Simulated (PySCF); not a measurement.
H2, singlet, geometry from GFN2-xTB. Base run: MP2/3-21G run with PySCF.

Input for PySCF:
```python
from pyscf import gto, scf, mp

mol = gto.Mole()
mol.atom = '''
    H    -0.000000   -0.000000   -0.388349
    H     0.000000    0.000000    0.388349
'''
mol.basis = '3-21g'
mol.charge = 0
mol.spin = 0
mol.verbose = 4
mol.build()

mf = scf.RHF(mol)
mf.kernel()

pt = mp.MP2(mf)
pt.kernel()
print('E(MP2) = %.10f' % pt.e_tot)
```

The base run was repeated with changes; each row names its change, and settings that it needs were set with it.

```json
[
 {"change": "base", "ΔE vs base (mEh)": "0.000", "MP2 correlation (Eh)": "-0.01766", "basis functions": "4"},
 {"change": "method = ccsd(t)", "ΔE vs base (mEh)": "-7.998", "MP2 correlation (Eh)": "-0.01766", "basis functions": "4"},
 {"change": "density fitting = JK and correlation", "ΔE vs base (mEh)": "0.092", "MP2 correlation (Eh)": "-0.01756", "basis functions": "4"},
 {"change": "method = cisd", "ΔE vs base (mEh)": "-7.997", "MP2 correlation (Eh)": "-", "basis functions": "4"},
 {"change": "method = ccsd", "ΔE vs base (mEh)": "-7.998", "MP2 correlation (Eh)": "-0.01766", "basis functions": "4"},
 {"change": "cart = on", "ΔE vs base (mEh)": "0.000", "MP2 correlation (Eh)": "-0.01766", "basis functions": "4"}
]
```
